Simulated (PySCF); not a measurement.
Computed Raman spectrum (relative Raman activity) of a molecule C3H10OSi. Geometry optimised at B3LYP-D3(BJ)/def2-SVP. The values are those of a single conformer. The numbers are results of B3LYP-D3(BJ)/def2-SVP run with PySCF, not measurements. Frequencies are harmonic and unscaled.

ν (cm⁻¹): 610 (w), 642 (vw), 646 (vw), 860 (w), 926 (vw), 950 (w), 956 (w), 974 (w), 1119 (w), 1335 (w), 1452 (vw), 1457 (w), 1469 (w), 2209 (m), 2231 (s), 2237 (m), 3001 (vw), 3005 (vs), 3083 (w), 3088 (s), 3121 (w), 3123 (m), 3753 (s) (against the strongest line: vs over 80 %, s over 45 %, m over 15 %, w over 4 %, vw less)

Task: Which structure fits?
A) CCO[SiH2]C
B) CC(C)(O)[SiH3]
C) C[C@@H]([SiH3])CO
D) C[SiH](C)CO

Result: B, CC(C)(O)[SiH3]
